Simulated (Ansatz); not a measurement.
Molecule: sum formula HSiOF2 (charge 0, doublet). It need not be the lowest isomer of its formula. SMILES: [Si](O)(F)F
Structure (B3LYP-D3(BJ)/def2-TZVP (Ansatz, a first-principles code) minimum search):
```
Si
F 1 1.5911
F 1 1.5995 2 107.42
O 1 1.6334 2 105.63 3 118.41
H 4 0.9619 1 119.05 2 -175.79
```
Charge 0, spin multiplicity 2.

Parts of the frozen-core correlation energy in cc-pVTZ (Ansatz, hartree). Frozen orbitals: 8; correlated occupied orbitals by spin: 13 and 12; virtual: 117 and 118. UHF or UKS for open shells. No spin-orbit coupling. Non-relativistic.

| term | value |
|---|---|
| reference (HF) | -563.52525 |
| MP2 opposite-spin | -0.61498 |
| MP2 same-spin | -0.22056 |
| CCSD correlation | -0.83878 |
| (T) | -0.02630 |
| T1 diagnostic | 0.014 |
| largest doubles amplitude | 0.019 |
| <S^2> of the reference | 0.753 |
